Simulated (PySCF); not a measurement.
Species: C2H10NPSi2.
Z-matrix (Å and degrees, PBE0-D3(BJ)/def2-SVP geometry), rows numbered from 1:
```
C 
C   1  1.3384
Si  2  1.8675  1  122.81
N   3  1.7443  2  111.16  1  -121.49
Si  4  1.7381  3  129.57  2  -128.87
P   5  2.2659  4  108.80  3   126.90
H   1  1.0967  2  121.66  3     0.06
H   1  1.0961  2  122.36  3  -179.84
H   2  1.0987  1  118.31  3  -179.86
H   3  1.4938  2  111.51  1   120.75
H   3  1.4990  2  106.41  1     1.64
H   4  1.0182  3  115.17  2    51.80
H   5  1.4928  4  106.93  3     3.49
H   5  1.4987  4  113.13  3  -116.19
H   6  1.4299  5   94.09  4  -176.78
H   6  1.4289  5   94.35  4   -82.21
```

The closed-shell ground state was solved at several levels (PySCF, density fitting, gas phase, non-relativistic).

```json
{"level": "B97-2/pcSseg-1", "basis functions": "173", "HOMO (eV)": "-6.93", "LUMO (eV)": "-0.69", "gap (eV)": "6.24", "dipole (D)": "0.84"}
{"level": "BP86/pcSseg-1", "basis functions": "173", "HOMO (eV)": "-6.08", "LUMO (eV)": "-1.74", "gap (eV)": "4.34", "dipole (D)": "0.82"}
{"level": "KT3/pcSseg-1", "basis functions": "173", "HOMO (eV)": "-6.03", "LUMO (eV)": "-1.58", "gap (eV)": "4.45", "dipole (D)": "0.79"}
{"level": "PBE0/aug-cc-pVDZ", "basis functions": "240", "HOMO (eV)": "-7.11", "LUMO (eV)": "-0.75", "gap (eV)": "6.36", "dipole (D)": "0.89"}
{"level": "mPW1PW91/pcSseg-1", "basis functions": "173", "HOMO (eV)": "-7.20", "LUMO (eV)": "-0.66", "gap (eV)": "6.54", "dipole (D)": "0.84"}
{"level": "PBE0/pcSseg-1", "basis functions": "173", "HOMO (eV)": "-7.17", "LUMO (eV)": "-0.66", "gap (eV)": "6.51", "dipole (D)": "0.84"}
{"level": "BLYP/pcSseg-1", "basis functions": "173", "HOMO (eV)": "-5.80", "LUMO (eV)": "-1.46", "gap (eV)": "4.34", "dipole (D)": "0.81"}
{"level": "PBE0/pcSseg-0", "basis functions": "86", "HOMO (eV)": "-7.03", "LUMO (eV)": "-0.52", "gap (eV)": "6.51", "dipole (D)": "1.18"}
{"level": "PBE0/def2-TZVP", "basis functions": "264", "HOMO (eV)": "-7.15", "LUMO (eV)": "-0.71", "gap (eV)": "6.44", "dipole (D)": "0.95"}
```

Q: What might PBE0/STO-3G (52 basis functions) give for the same quantities?

A: HOMO -3.32 eV, LUMO 3.38 eV, gap 6.70 eV, dipole 0.34 D.

Q: How much does the basis alone move the frontier levels among the 5 PBE0 rows (the withheld one included)?

A: The HOMO by 3.85 eV and the LUMO by 4.13 eV. By rising basis size (HOMO, LUMO in eV): STO-3G -3.32, 3.38; pcSseg-0 -7.03, -0.52; pcSseg-1 -7.17, -0.66; aug-cc-pVDZ -7.11, -0.75; def2-TZVP -7.15, -0.71.

Q: In the pcSseg-1 basis, how does the gap go with the fixed share of exact exchange?

A: BP86 (0 %) 4.34 eV; BLYP (0 %) 4.34 eV; KT3 (0 %) 4.45 eV; B97-2 (21 %) 6.24 eV; PBE0 (25 %) 6.51 eV; mPW1PW91 (25 %) 6.54 eV. Each rise in the share widens the gap here.

Q: How far do the dipole and the HOMO energy spread over the levels?

A: The dipole runs from 0.34 to 1.18 D (mean 0.83 D) and the HOMO from -7.20 to -3.32 eV.

One conformer stands for the species.
